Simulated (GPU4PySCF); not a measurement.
A structure optimised at ωB97X-D3(BJ)/def2-TZVP, used in a GPU4PySCF frequency run:

```xyz
26

C      0.0000     0.0000     3.5077
C      0.0000    -1.2047     2.8186
C      0.0000    -1.2254     1.4232
C      0.0000    -2.4588     0.6739
C      0.0000    -2.4588    -0.6739
C      0.0000    -1.2254    -1.4232
C      0.0000    -1.2047    -2.8186
C      0.0000     0.0000    -3.5077
C      0.0000     1.2047    -2.8186
C      0.0000     1.2254    -1.4232
C      0.0000     2.4588    -0.6739
C      0.0000     2.4588     0.6739
C      0.0000     1.2254     1.4232
C      0.0000     1.2047     2.8186
C      0.0000     0.0000     0.7147
C      0.0000     0.0000    -0.7147
H      0.0000     0.0000     4.5923
H      0.0000    -2.1443     3.3620
H      0.0000    -3.3935     1.2256
H      0.0000    -3.3935    -1.2256
H      0.0000    -2.1443    -3.3620
H      0.0000     0.0000    -4.5923
H      0.0000     2.1443    -3.3620
H      0.0000     3.3935    -1.2256
H      0.0000     3.3935     1.2256
H      0.0000     2.1443     3.3620
```
Charge 0, spin multiplicity 1.

Question: Write its SMILES, formula and point group.

Answer: c1cc2ccc3cccc4ccc(c1)c2c34, C16H10, D2h

Question: What are its rotational constants (standard atomic weights)?

Answer: 1.0162, 0.55980, 0.36096 GHz
